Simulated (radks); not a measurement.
Task: These are the eigenvalues of the occupied orbitals of an atom or ion with whole-number occupations (eV). All-electron calculation, non-relativistic Kohn-Sham, PBEsol, spin-polarised, spherical densities, point nucleus. Program: a radial shooting solver on a logarithmic mesh with Libxc functionals.

1s up: -67389.35
1s down: -67389.33
2s up: -11154.29
2s down: -11154.03
2p up: -10706.39
2p down: -10706.19
3s up: -2579.497
3s down: -2579.389
3p up: -2370.269
3p down: -2370.158
3d up: -1979.779
3d down: -1979.605
4s up: -534.7661
4s down: -534.5517
4p up: -446.2260
4p down: -445.9977
4d up: -284.2068
4d down: -283.9303
5s up: -82.6196
5s down: -80.4529
4f up: -70.2900
4f down: -69.8673
5p up: -56.0472
5p down: -53.6260
5d up: -16.3579
5d down: -13.4897
6s up: -12.0570

Which element is it, and in what charge state? The configuration may be excited. Open shells, if any, are filled with parallel spins first.

Result: Z = 76, osmium, charge +1: Os+ in [Xe] 4f14 5d6 6s1. The list shows which subshells hold electrons but not how many an open one holds; the 1s level, -2476.5 hartree, gives Z - s = 70.4 by -(Z - s)^2/2, which with screening narrows Z to a few neighbours, and the depths of the outer levels then fix element, charge and occupations together.
